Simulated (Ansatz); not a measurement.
Relaxation of CH3AlBrCl (7 atoms, charge 0, multiplicity 1), to a largest force component of 0.02 eV/Å in at most 50 steps.

The calculation used Ansatz 0.2.0, RKS PBE/def2-SVP.

```xyz
7
Properties=species:S:1:pos:R:3
C -0.084 0.958 -0.096
Al 0.139 -0.959 0.116
Cl 1.827 -1.699 1.278
Br -1.299 -2.477 -0.880
H -1.036 1.173 -0.741
H -0.263 1.490 0.886
H 0.778 1.446 -0.609
```

**Question.** Where does it end, and by what steps?

**Answer.** The run converged. After 3 steps the energy has fallen by 0.120 eV; Br4 moved furthest, 0.08 Å.

| step | energy less start (eV) | largest force component (eV/Å) | accepted |
| --- | --- | --- | --- |
| 0 | 0.0000 | 1.589 | yes |
| 1 | -0.1114 | 0.509 | yes |
| 2 | -0.1200 | 0.071 | yes |
| 3 | -0.1204 | 0.010 | yes |

```xyz
7
Properties=species:S:1:pos:R:3
C -0.120 0.970 -0.113
Al 0.148 -0.945 0.106
Cl 1.766 -1.705 1.239
Br -1.243 -2.473 -0.830
H -1.009 1.192 -0.734
H -0.249 1.459 0.875
H 0.769 1.433 -0.590
```

Whether the end is a true minimum wasn't checked by a vibrational analysis.

Run time: 7.2 s on 2 threads of AMD EPYC 7B13 (Zen 3), with other jobs on the host, peak memory 0.17 GiB.
